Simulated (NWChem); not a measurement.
SiN2H5F; SMILES [SiH](N)(F)N

```xyz
9

Si    -0.0785    -0.0223     0.3238
N      1.5325    -0.3560    -0.1475
N     -0.4871     1.5207    -0.2757
F     -0.9221    -1.2752    -0.2940
H     -0.4379    -0.0163     1.7683
H      1.8671    -1.3103    -0.2022
H      2.2799     0.3011     0.0370
H     -0.2810     1.7849    -1.2321
H     -1.2550     2.0538     0.1133
```
Atoms are numbered in this order, from 1.

Computed with NWChem. Coordinates come from a PBE0/def2-SVP optimisation. Level: PBE0/def2-SVP with SMD (1 M gas to 1 M solution), gas-phase geometry. Reactions with the solvent are ignored.

Problem. Predict the results for solvent n-hexane. Quantities: solvation free energy (kcal/mol); cavity-dispersion-structure term (kcal/mol); dipole in solution (D).

Solution. The solvation free energy (kcal/mol) comes out as -2.1 and the cavity-dispersion-structure term (kcal/mol) comes out as 1.3. The dipole in solution (D) comes out as 2.30.
